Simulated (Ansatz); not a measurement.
The cluster Na3Sn⁻, relaxed as a singlet with RKS r2SCAN-D4/def2-TZVPD in Ansatz, starting from the GFN1-xTB geometry. Force threshold 0.02 eV/Å.

In the def2 sets Sn takes a core potential; there is no spin–orbit coupling. The restricted singlet is unstable: a solution with broken spin symmetry lies lower. The highest occupied level of the charge -1 singlet lies above zero (up to 0.20 eV). Its loss leaves the charge 0 doublet, which lies 1.06 eV higher (vertical, at r2SCAN-D4/def2-TZVPD), but this difference is unsure: the doublet is doubtful (geometry relaxed on an unsound state). The structure comes from a short search, and lower isomers may exist.

Start:

```csv
atom,x (Å),y (Å),z (Å)
Na1,-0.4708,0.0975,-1.4932
Na2,-0.8344,-0.8385,-0.1744
Na3,-0.1842,1.2564,0.0157
Sn4,1.4895,-0.5154,1.6519
```

**Question.** Estimate the energy that the relaxation releases and the steps that it takes.

**Answer.** 6.76 eV, in 9 steps; 22 s on 4 threads of Arm Neoverse V2 on a shared host. No frequencies were taken in this run, so the end may be a saddle point.

**Question.** Does the start keep its bonding?

**Answer.** By distances, no bond broke or formed, bridged metal pairs apart. The bond that changes most is Na1–Na2, from 1.66 to 3.79 Å (atoms count from 1). Metal–metal contacts that move far: Na1–Sn4 3.76 to 2.97 Å.

**Question.** Predict the relaxed structure.

**Answer.** 
```xyz
4

Na    0.775   -0.222   -2.094
Na   -1.617   -1.445    0.578
Na   -0.326    2.115    0.675
Sn    1.168   -0.447    0.840
```
Bond lengths (bridged metal pairs left out): 3 × Na–Na 3.79 Å; 3 × Na–Sn 2.97 Å.
